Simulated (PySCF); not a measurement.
## NMR data sheet: C2H10N2Si2

```yaml
Formula: C2H10N2Si2
SMILES: "[SiH3]/N=C/CN[SiH3]"
Point_group_of_the_computed_structure: C1
Degrees_of_unsaturation: 1
Carbon_signals: 2
Proton_signals: 5
```

Atoms are numbered as in `[SiH3:1]/[N:2]=[CH:3]/[CH2:4][NH:5][SiH3:6]`; H(Xn) means a hydrogen on atom n.

- GFN2-xTB structure
- shielding tensors at PBE0/pcSseg-1 (GIAO)
- program: PySCF 2.14
- one conformer, isolated molecule, relativity neglected, rapidly exchanging positions averaged

References, each an isolated molecule treated in the same way: ¹H (σ = 31.72 ppm), ¹³C (σ = 186.93 ppm), ²⁹Si (σ = 349.16 ppm) vs TMS; ¹⁵N (σ = 267.73 ppm) against NH3.

| carbon | δC, type | δH (multiplicity) | HMBC from (2–3 bonds) | span of the C tensor (ppm) |
| --- | --- | --- | --- | --- |
| C3 | 182.3, CH | 8.72 (t) | H(Si1), H(C4) | 206 |
| C4 | 59.0, CH2 | 3.62 (d) | H(C3), H(Si6) | 46 |

Other nuclei:
| atoms | nucleus | environment | δ (ppm) | σ (ppm) |
| --- | --- | --- | --- | --- |
| H(Si1) | ¹H | hydrogen on a silicon bonded to N | 5.05 | 26.67 |
| H(Si6) | ¹H | hydrogen on a silicon bonded to N | 4.60 | 27.12 |
| H(N5) | ¹H | hydrogen on a nitrogen bonded to C, Si | 0.31 | 31.40 |
| Si6 | ²⁹Si | silicon bonded to N, 3 H | -52.5 | 401.7 |
| Si1 | ²⁹Si | silicon bonded to N, 3 H | -59.0 | 408.1 |
| N2 | ¹⁵N | imine nitrogen | 363.9 | -96.1 |
| N5 | ¹⁵N | nitrogen bonded to C, Si, H | 16.4 | 251.3 |

- Carbon types of the structure: 1 × CH, 1 × CH2, leaving 7 H on heteroatoms.
- δC 182.3: C=N carbon.
- δC 59.0: sp3 CH2 bonded to N; deshielded by the electronegative neighbour.
- δH 8.72: hydrogen on a C=N carbon.
- δH 3.62: hydrogen on an sp3 CH2 bonded to N; its carbon carries N, which withdraws density.
- δH 0.31: hydrogen on a nitrogen bonded to C, Si; exchangeable; this is the value without hydrogen bonding to other molecules.

Exchangeable OH/NH protons stand at their gas-phase positions; hydrogen bonding in a real sample shifts them, mostly to higher δ. Shifts are as computed. Against solution values, carbons near 30 ppm lie about +3 ppm off and those near 130 ppm about +5 ppm. Of 1211 compounds with measured shifts, 218 miss one by over three times the rms of a fit or turn the order of signals round; such compounds aren't used in these exercises. Experimental scales use liquid or dissolved standards, which lie at an offset from isolated NH3 (liquid NH3: subtract about 20 ppm). Unscaled 15N shifts of sp2 nitrogen come out 20 to 40 ppm too high even then. No couplings were computed; multiplicities are counted from neighbouring protons, with m where these are inequivalent, close in shift, in a saturated or five-membered ring or joined by F or P, and br s for small geminal =CH2 splittings.
